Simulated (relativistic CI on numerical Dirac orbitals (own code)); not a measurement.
## The 4f ions of charge 1+

These numbers are calculated, not measured: Dirac-Coulomb-Breit CI, KLI orbitals optimised for each configuration, QED by a radiative potential, valence Slater integrals scaled by 0.75 (own radial code, finite nucleus).

Each species is treated in one configuration, given outside its closed core, with all valence electrons in the open shell. Radial values are for the open shell of highest l, unscaled and averaged over j; ζ includes the Breit term. Labels give the leading LS character, summed over repeated terms.

| Ion | Configuration | Its lowest level | LS weight (%) | ζ (cm⁻¹) | ⟨r⟩ (bohr) | ⟨r²⟩ (bohr²) | F² (cm⁻¹) | F⁴ (cm⁻¹) |
| --- | --- | --- | --- | --- | --- | --- | --- | --- |
| La+ | 4f² | ³H4 | 97 | 258.1 | 2.291 | 9.233 | 41390 | 24760 |
| Ce+ | 4f³ | ⁴I°9/2 | 97 | 411.2 | 1.662 | 4.493 | 56730 | 34370 |
| Pr+ | 4f⁴ | ⁵I4 | 98 | 547.5 | 1.432 | 3.195 | 65960 | 40220 |
| Nd+ | 4f⁵ | ⁶H°5/2 | 96 | 685.3 | 1.297 | 2.562 | 73030 | 44710 |
| Pm+ | 4f⁶ | ⁷F0 | 93 | 830 | 1.204 | 2.174 | 78970 | 48480 |
| Sm+ | 4f⁷ | ⁸S°7/2 | 97 | 984.3 | 1.132 | 1.905 | 84210 | 51810 |
| Eu+ | 4f⁸ | ⁷F6 | 95 | 1150 | 1.075 | 1.705 | 88970 | 54830 |
| Gd+ | 4f⁹ | ⁶H°15/2 | 93 | 1328 | 1.026 | 1.549 | 93380 | 57620 |
| Tb+ | 4f¹⁰ | ⁵I8 | 93 | 1519 | 0.985 | 1.422 | 97510 | 60240 |
| Dy+ | 4f¹¹ | ⁴I°15/2 | 97 | 1725 | 0.9488 | 1.317 | 101400 | 62720 |
| Ho+ | 4f¹² | ³H6 | 99 | 1946 | 0.9166 | 1.229 | 105200 | 65090 |
| Er+ | 4f¹³ | ²F°7/2 | 100 | 2184 | 0.8877 | 1.153 |  |  |

NIST ASD lists another ground level for La+ (3F2), Ce+ (4H°7/2), Pr+ ((9/2,1/2)°4), Nd+ (6I7/2), Pm+ (7H°2), Sm+ (8F1/2), Eu+ (9S°4), Gd+ (10D°5/2), Tb+ ((15/2,1/2)°8), Dy+ ((8,1/2)17/2), Ho+ ((15/2,1/2)°8), Er+ ((6,1/2)13/2).

At low charge ζ of a weakly bound d or f electron comes out too small.
